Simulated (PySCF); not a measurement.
C6H4N2, SMILES N#Cc1cccnc1.

The structure is a stationary point at PBE-D3(BJ)/def2-SVP.

Calculation: PBE/def2-TZVP (PySCF).

Symmetry labels are those of the subgroup Cs that the program uses (full group Cs).

### Question
List the valence orbital energies around the gap with their symmetry. (Estimate from the structure and the level; the computed values follow.)

### Answer

| orbital | symmetry | energy (eV) |
|---|---|---|
| HOMO−7 | A' | -10.56 |
| HOMO−6 | A' | -9.87 |
| HOMO−5 | A" | -9.23 |
| HOMO−4 | A' | -8.83 |
| HOMO−3 | A' | -8.51 |
| HOMO−2 | A" | -7.90 |
| HOMO−1 | A" | -7.15 |
| HOMO | A' | -6.61 |
| LUMO | A" | -2.96 |
| LUMO+1 | A" | -2.48 |
| LUMO+2 | A' | -0.73 |
| LUMO+3 | A" | 0.15 |
